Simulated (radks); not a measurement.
All-electron atom: Mo in [Kr] 4d3 5s1 6s2 (not the ground configuration).

Calculated with a radial shooting solver on a logarithmic mesh with Libxc functionals: Dirac Kohn-Sham, AM05, spin-unpolarised, spherical densities, finite nucleus; open shells are shared between the two j in proportion to 2j + 1; Fermi nuclear charge, rms radius 4.4091 fm.

Energy parts (eV):
total: -110057.606
kinetic: 114093.839
electron-nucleus: -265473.808
Hartree: 44563.158
exchange-correlation: -3240.794

Orbitals (lengths in bohr, moments of r in powers of bohr; <r^-3> diverges for s and p1/2):
orbital  occ.  eigenvalue (eV)      <r^4>  <r^-3>   <1/r>     <r^2>  small-component weight
1s1/2       2        -19801.14  7.231e-06       -   43.51  0.001672                2.34e-02
2s1/2       2        -2809.288   0.001338       -   9.902   0.02784                4.80e-03
2p1/2       2        -2586.626  0.0008881       -   9.883   0.02101                4.81e-03
2p3/2       4        -2480.288  0.0009942    2393   9.410   0.02238                4.65e-03
3s1/2       2        -489.6877    0.06919       -   3.387    0.2112                1.28e-03
3p1/2       2        -404.9730    0.07160       -   3.288    0.2092                1.23e-03
3p3/2       4        -387.4402    0.07869   399.7   3.174    0.2196                1.18e-03
3d3/2       4        -237.3946    0.08205   58.38   2.987    0.2055                1.07e-03
3d5/2       6        -234.0702    0.08460   55.66   2.958    0.2089                1.06e-03
4s1/2       2         -78.0678      2.815       -   1.247     1.367                2.95e-04
4p1/2       2         -53.6971      4.225       -   1.129     1.639                2.50e-04
4p3/2       4         -51.1098      4.651   59.12   1.097     1.720                2.40e-04
4d3/2     1.2         -15.5331      19.72   4.912  0.7997     3.270                1.37e-04
4d5/2     1.8         -15.2609      20.42   4.659  0.7923     3.327                1.35e-04
5s1/2       1         -11.0715      139.8       -  0.4471     9.561                5.17e-05
5p1/2       0          -6.1975      357.4       -  0.3611     14.84                3.49e-05
5p3/2       0          -5.9190      398.3   6.351  0.3509     15.67                3.33e-05
5d3/2       0          -1.2918       4745  0.2168  0.1779     55.17                8.88e-06
5d5/2       0          -1.2799       4823  0.2075  0.1770     55.65                8.82e-06
6s1/2       2          -2.1964       4798       -  0.1723     58.54                9.41e-06

The highest occupied level is 6s1/2 at -2.196 eV. The configuration is held as typed, so some empty levels lie below it. Summed over all electrons, <r^2> = 153.4 bohr^2, which gives a Langevin (diamagnetic) susceptibility term of -122 x 10^-6 cm^3/mol. The density falls to 0.001 e/bohr^3 at r = 4.19 bohr.
